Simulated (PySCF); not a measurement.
Two species compared at the same levels of theory.

First species: C3H8O3Si.
Z-matrix (Å and degrees, GFN2-xTB geometry), rows numbered from 1:
```
C 
O   1  1.3955
Si  2  1.6224  1  129.15
O   3  1.6179  2  105.99  1   177.33
C   4  1.3921  3  128.76  2    46.26
C   5  1.5053  4  110.36  3  -168.49
O   6  1.1975  5  125.11  4  -177.30
H   1  1.0921  2  110.92  3    58.63
H   1  1.0904  2  107.99  3   178.44
H   1  1.0919  2  110.66  3   -61.89
H   3  1.4660  2  109.15  1   -61.57
H   3  1.4533  2  114.25  1    67.33
H   5  1.0980  4  110.84  3   -48.10
H   5  1.0984  4  110.76  3    70.79
H   6  1.1057  5  112.47  4     2.75
```

Second species: C₇H₅F₅O.
SMILES: `FC(F)(F)C(F)(F)C1C=COC=C1`

Levels: PBE0/pcSseg-1 for dipole moment, HOMO energy, LUMO energy and HOMO–LUMO gap; GFN2-xTB for rotational constant A and rotational constant C. Geometries: GFN2-xTB. All species are isolated and taken at one optimised geometry, non-relativistic unless stated. Electronic properties by PySCF.

The conformers computed, where there is a choice (atom-mapped SMILES and torsion angles):
- `[CH3:1][O:2][SiH2:3][O:4][CH2:5][CH:6]=[O:7]`: C1–O2–Si3–O4 177°, O2–Si3–O4–C5 46°, Si3–O4–C5–C6 -168°, O4–C5–C6–O7 -177°
- `[F:1][C:2]([F:3])([F:4])[C:5]([F:6])([F:7])[CH:8]1[CH:9]=[CH:10][O:11][CH:12]=[CH:13]1`: F1–C2–C5–F6 -57°, C2–C5–C8–C9 -61°

Values for the first species:

| Property | Result |
| --- | --- |
| Dipole moment | 3.93 D |
| HOMO energy | -7.49 eV |
| LUMO energy | -0.76 eV |
| HOMO–LUMO gap | 6.73 eV |
| Rotational constant A | 6.046 GHz |
| Rotational constant C | 0.788 GHz |

(1) Estimate the same properties for the second species, and the change in each.

Answers

(1) 
```tsv
property	first	second	second less first
dipole moment	3.93 D	2.15 D	-1.78 D
HOMO energy	-7.49 eV	-6.80 eV	+0.69 eV
LUMO energy	-0.76 eV	-0.56 eV	+0.20 eV
HOMO–LUMO gap	6.73 eV	6.24 eV	-0.49 eV
rotational constant A	6.046 GHz	1.323 GHz	-4.723 GHz
rotational constant C	0.788 GHz	0.647 GHz	-0.141 GHz
```

On the first: In atomic units the dipole is 1.55 e·bohr (1 au = 2.5417 D).

On the second: A dipole of 2.15 D is allowed in Cs, and pure rotational transitions are dipole-allowed. In atomic units the dipole is 0.85 e·bohr (1 au = 2.5417 D).
